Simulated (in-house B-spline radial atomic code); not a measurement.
Inner levels of tantalum as electrons are removed. A shift is the extra binding of the orbital against the neutral atom ([Xe] 4f14 5d3 6s2). The density at the nucleus is averaged over the nuclear charge. Computed with a B-spline radial code for spherical atoms: Dirac-Hartree-Fock, average of the configuration, finite nuclei.

| ion | configuration | shift of 3p1/2 (eV) | shift of 1s1/2 (eV) | shift of 4s1/2 (eV) | radius of 3p1/2 (bohr) | radius of 1s1/2 (bohr) | radius of 4s1/2 (bohr) | Σ<r²> (bohr²) | change of density at nucleus (bohr⁻³) |
| --- | --- | --- | --- | --- | --- | --- | --- | --- | --- |
| Ta22+ | [Kr] 4d10 4f5 | 643.04 | 638.97 | 602.46 | 0.1938 | 0.018662 | 0.44452 | 6.7459 | -738.81 |
| Ta23+ | [Kr] 4d10 4f4 | 696.08 | 689.98 | 648.68 | 0.19374 | 0.018662 | 0.44242 | 6.3674 | -634.09 |
| Ta24+ | [Kr] 4d10 4f3 | 750.66 | 742.5 | 695.87 | 0.19367 | 0.018662 | 0.44026 | 6.0107 | -522.33 |
| Ta25+ | [Kr] 4d10 4f2 | 806.74 | 796.52 | 744 | 0.19359 | 0.018663 | 0.43806 | 5.6738 | -403.54 |
| Ta26+ | [Kr] 4d10 4f1 | 864.3 | 852.03 | 793.05 | 0.1935 | 0.018663 | 0.43581 | 5.3549 | -277.76 |
| Ta27+ | [Kr] 4d10 | ? | ? | ? | ? | ? | ? | ? | ? |
| Ta28+ | [Kr] 4d9 | 982.63 | 973.39 | 891.53 | 0.19323 | 0.018663 | 0.43144 | 4.7501 | 51.36 |
| Ta29+ | [Kr] 4d8 | 1042.86 | 1038.98 | 940.66 | 0.19305 | 0.018663 | 0.42935 | 4.4573 | 253.74 |
| Ta30+ | [Kr] 4d7 | ? | ? | ? | ? | ? | ? | ? | ? |
| Ta31+ | [Kr] 4d6 | 1166.1 | 1173.8 | 1040.61 | 0.19268 | 0.018663 | 0.42519 | 3.8989 | 676.65 |
| Ta32+ | [Kr] 4d5 | 1229.11 | 1243.03 | 1091.44 | 0.19247 | 0.018663 | 0.42312 | 3.6326 | 897.17 |
| Ta33+ | [Kr] 4d4 | ? | ? | ? | ? | ? | ? | ? | ? |
| Ta34+ | [Kr] 4d3 | 1357.86 | 1385.1 | 1194.78 | 0.19205 | 0.018663 | 0.419 | 3.1239 | 1356.4 |
| Ta35+ | [Kr] 4d2 | 1423.59 | 1457.95 | 1247.29 | 0.19183 | 0.018663 | 0.41696 | 2.8809 | 1595.1 |
| Ta36+ | [Kr] 4d1 | 1490.23 | 1532.01 | 1300.36 | 0.1916 | 0.018663 | 0.41492 | 2.645 | 1839.87 |
| Ta37+ | [Ar] 3d10 4s2 4p6 | 1557.76 | 1607.27 | 1353.98 | 0.19137 | 0.018663 | 0.4129 | 2.416 | 2090.71 |
| Ta38+ | [Ar] 3d10 4s2 4p5 | 1624.94 | 1688.28 | 1404.5 | 0.19138 | 0.018663 | 0.41098 | 2.195 | 2278.99 |
| Ta39+ | [Ar] 3d10 4s2 4p4 | 1692.81 | 1770.38 | 1455.44 | 0.19119 | 0.018662 | 0.40908 | 1.9788 | 2469.82 |
| Ta40+ | [Ar] 3d10 4s2 4p3 | 1761.34 | 1853.55 | 1506.79 | 0.19099 | 0.018662 | 0.4072 | 1.7674 | 2663.2 |
| Ta41+ | [Ar] 3d10 4s2 4p2 | 1830.55 | 1937.8 | 1558.55 | 0.19078 | 0.018661 | 0.40533 | 1.5606 | 2859.1 |
| Ta42+ | [Ar] 3d10 4s2 4p1 | 1900.42 | 2023.12 | 1610.72 | 0.19057 | 0.01866 | 0.40349 | 1.3583 | 3057.46 |
| Ta43+ | [Ar] 3d10 4s2 | 1970.96 | 2109.52 | 1663.3 | 0.19036 | 0.01866 | 0.40166 | 1.1603 | 3258.3 |
| Ta44+ | [Ar] 3d10 4s1 | 2043.32 | 2196.25 | 1723.66 | 0.19013 | 0.01866 | 0.39946 | 0.97499 | -1970.63 |

Task: Fill in the row of Ta27+.

Result: shift of 3p1/2 (eV): 923.33; shift of 1s1/2 (eV): 909.02; shift of 4s1/2 (eV): 842.99; radius of 3p1/2 (bohr): 0.1934; radius of 1s1/2 (bohr): 0.018663; radius of 4s1/2 (bohr): 0.43353; Σ<r²> (bohr²): 5.0526; change of density at nucleus (bohr⁻³): -144.97.

Task: Fill in the row of Ta30+.

Result: shift of 3p1/2 (eV): 1104.02; shift of 1s1/2 (eV): 1105.78; shift of 4s1/2 (eV): 990.35; radius of 3p1/2 (bohr): 0.19287; radius of 1s1/2 (bohr): 0.018663; radius of 4s1/2 (bohr): 0.42726; Σ<r²> (bohr²): 4.1737; change of density at nucleus (bohr⁻³): 462.18.

Task: Fill in the row of Ta33+.

Result: shift of 3p1/2 (eV): 1293.03; shift of 1s1/2 (eV): 1313.46; shift of 4s1/2 (eV): 1142.83; radius of 3p1/2 (bohr): 0.19227; radius of 1s1/2 (bohr): 0.018663; radius of 4s1/2 (bohr): 0.42106; Σ<r²> (bohr²): 3.3744; change of density at nucleus (bohr⁻³): 1123.74.
